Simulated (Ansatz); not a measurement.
Consider the substitution at a C–Cl bond: `Cl[CH2][SnH3]` + H–F → `F[CH2][SnH3]` + HCl.

Gas-phase electronic energies from Ansatz, PBE0-D4/def2-TZVP geometries. CCSD(T)/CBS is the MP2 limit (def2-TZVPP, def2-QZVPP) plus CCSD(T) − MP2 in def2-TZVPP, frozen cores. This one scheme is used for every species. Elements past krypton have def2 core potentials. For Sn outer-core shells are correlated without core-valence functions, which leaves a few kJ/mol of doubt a bond.

`Cl[CH2][SnH3]`:

Z-matrix (Å, degrees):
```
C
Sn 1 2.158
Cl 1 1.782 2 110.6
H 1 1.089 2 111.0 3 119.4
H 1 1.089 2 111.0 3 -119.4
H 2 1.710 1 108.8 3 -179.9
H 2 1.703 1 108.4 3 60.2
H 2 1.703 1 108.4 3 -60.0
```

H–F:

```xyz
2

F    -0.327    0.156   -0.283
H     0.327   -0.156    0.283
```

`F[CH2][SnH3]`:

Cartesian coordinates in Å:
```
F -1.827 0.869 0.349
C -0.568 0.960 -0.225
Sn 0.563 -0.847 0.172
H -0.060 1.832 0.195
H -0.689 1.110 -1.301
H -0.257 -2.184 -0.496
H 2.103 -0.693 -0.551
H 0.735 -1.047 1.857
```

HCl:

Z-matrix (Å, degrees):
```
Cl
H 1 1.279
```

```json
{"species": "`Cl[CH2][SnH3]`", "MP2/def2-SVP energy (Eh)": "-713.80587"}
{"species": "H–F", "MP2/def2-SVP energy (Eh)": "-100.13197"}
{"species": "`F[CH2][SnH3]`", "MP2/def2-SVP energy (Eh)": "-353.84335"}
{"species": "HCl", "MP2/def2-SVP energy (Eh)": "-460.08324"}
```

(1) Work out ΔE.

(2) What do rigid-rotor, harmonic-oscillator terms from PBE0-D4/def2-TZVP frequencies (298.15 K, 1 bar) make of the CCSD(T)/CBS value? (An estimate is asked.)

Largest T1 diagnostic among the species: 0.013.

Answers

(1) ΔE = (-353.84335) + (-460.08324) − (-713.80587) − (-100.13197) = 0.01125 Eh = +7.1 kcal/mol. CCSD(T)/CBS gives +10.6 kcal/mol.

(2) The calculation gave: ΔZPE = -0.8 kcal/mol, ΔH = +9.7 kcal/mol, ΔS = 4 J/(mol·K), ΔG = +9.4 kcal/mol.

At CCSD(T), def2-SVP lies −5.8 kcal/mol from the extrapolated value and def2-TZVPP −1.5 kcal/mol. From PBE to PBE0 (25 % exact exchange), in def2-TZVPP and without D4, ΔE moves by +0.9 kcal/mol.
